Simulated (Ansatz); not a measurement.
Complex (SMILES): P (PH3) with CC=C, atoms 1 to 4 the first; geometry from B3LYP-D3(BJ)/def2-TZVP, monomers rigid:
```xyz
13

P      0.4442    -0.4223     0.3046
H      0.2621     0.7353    -0.4988
H      0.7948    -1.2422    -0.7963
H     -0.9247    -0.7834     0.2510
C     -0.0432    -3.6975     1.6336
C      0.9750    -4.0317     0.8507
H      0.0989    -3.0806     2.5137
H     -1.0528    -4.0263     1.4233
H      0.7829    -4.6498    -0.0227
C      2.3962    -3.6209     1.0661
H      2.4993    -2.9889     1.9485
H      3.0415    -4.4957     1.1882
H      2.7785    -3.0668     0.2040
```

Interaction energy at PBE0 with Ansatz (a quantum-chemistry and plane-wave program), kcal/mol, without and with the counterpoise correction (monomers among the partner's ghost functions). Cartesian d functions, on some or all atoms, in 6-31G*, 6-311G**; all else is spherical. The program fits the integrals of some runs and decomposes those of others, by size. No added dispersion term, no relativity. Reference, counterpoise-corrected: the value in aug-pcseg-3, -0.38.

```json
[
 {"basis": "6-31G*", "functions": "82", "uncorrected": "-0.99", "counterpoise": "-0.30", "counterpoise correction": "0.69", "mean of both": "-0.65"},
 {"basis": "def2-SVP", "functions": "105", "uncorrected": "-0.87", "counterpoise": "-0.29", "counterpoise correction": "0.58", "mean of both": "-0.58"},
 {"basis": "6-311G**", "functions": "135", "uncorrected": "-0.81", "counterpoise": "-0.48", "counterpoise correction": "0.33", "mean of both": "-0.65"},
 {"basis": "aug-pcseg-1", "functions": "177", "uncorrected": "-0.82", "counterpoise": "-0.40", "counterpoise correction": "0.42", "mean of both": "-0.61"},
 {"basis": "aug-cc-pV(T+d)Z", "functions": "400", "uncorrected": "-0.43", "counterpoise": "-0.38", "counterpoise correction": "0.05", "mean of both": "-0.40"},
 {"basis": "def2-QZVP", "functions": "511", "uncorrected": "-0.41", "counterpoise": "-0.38", "counterpoise correction": "0.02", "mean of both": "-0.39"},
 {"basis": "pcseg-3", "functions": "541", "uncorrected": "-0.39", "counterpoise": "-0.38", "counterpoise correction": "0.01", "mean of both": "-0.38"},
 {"basis": "aug-cc-pV(Q+d)Z", "functions": "743", "uncorrected": "-0.41", "counterpoise": "-0.39", "counterpoise correction": "0.03", "mean of both": "-0.40"}
]
```

The corrected value lies nearer the reference in 8 of 8 rows.
